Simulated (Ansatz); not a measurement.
Ansatz (a first-principles code) input (CCSD(T)/STO-3G):

Ansatz 0.2 input:
```yaml
crystal:
  periodic: [false, false, false]
  atoms:
    - {symbol: Sn, position_ang: [-0.18070202, -0.06619543, 0.31402801]}
    - {symbol: F, position_ang: [1.82466234, 0.14524483, 0.28065493]}
    - {symbol: F, position_ang: [-0.25944832, -1.35532571, -1.23492295]}
    - {symbol: F, position_ang: [-0.56131392, 1.57783327, -0.79033206]}
basis:
  gaussian:
    orbitals: STO-3G
total_charge: -1
magnetization: {spin_polarized: false}
correlation: {method: ccsd_t, electrons: outside_noble_gas}
```

Output:

```
Functional definition: HF
integrals: 0.01 GiB planned
576 factors; integrals over basis functions are off by at most 3.1e-5 eV
mean field: 0.21 GiB planned
mean field evaluation 1: about -170266.7310 eV, gradient 1.8e1 eV
mean field evaluation 2: about -170266.8417 eV, gradient 1.8e1 eV
mean field evaluation 4: about -170269.0465 eV, gradient 1.4e0 eV
mean field evaluation 8: about -170269.0619 eV, gradient 2.1e-4 eV
mean field evaluation 16: about -170269.0618 eV, gradient 1.0e-1 eV
mean field -170269.06189525 eV, -6257.2726121351 hartree, gradient 2.4e-6 eV, S^2 0.000000; 0 other end points of the search recorded, 0 dependent functions left out
26 core orbitals not correlated, not the lowest: weight in the atoms' cores, before any rotation towards them, 0.991 or more for the frozen orbitals, at most 0.006 for the correlated occupied ones
reference -170269.06189525 eV, -6257.2726121351 hartree; 13, 13 occupied and 3, 3 virtual orbitals, 576 factors
second order -1.79140995 eV of doubles, -0.00000000 eV of singles
coupled cluster: 0.05 GiB planned
cycle   1  -2.01138695 eV  change   -2.2e-1 eV  update   8.8e-2
cycle   2  -2.22682881 eV  change   -2.2e-1 eV  update   3.3e-2
cycle   3  -2.28919629 eV  change   -6.2e-2 eV  update   1.8e-2
cycle   4  -2.29430740 eV  change   -5.1e-3 eV  update   3.7e-3
cycle   5  -2.29484646 eV  change   -5.4e-4 eV  update   1.5e-3
cycle   6  -2.29532566 eV  change   -4.8e-4 eV  update   4.3e-4
cycle   7  -2.29536075 eV  change   -3.5e-5 eV  update   1.3e-4
cycle   8  -2.29531964 eV  change    4.1e-5 eV  update   3.5e-5
cycle   9  -2.29532683 eV  change   -7.2e-6 eV  update   1.4e-5
perturbative correction -0.13462372 eV, -0.0049473304 hartree
Total energy: -170271.49184580 eV, -6257.3619111706 hartree
```

It need not be the lowest isomer of its formula. Whether it binds its extra electron was not tested at this geometry.
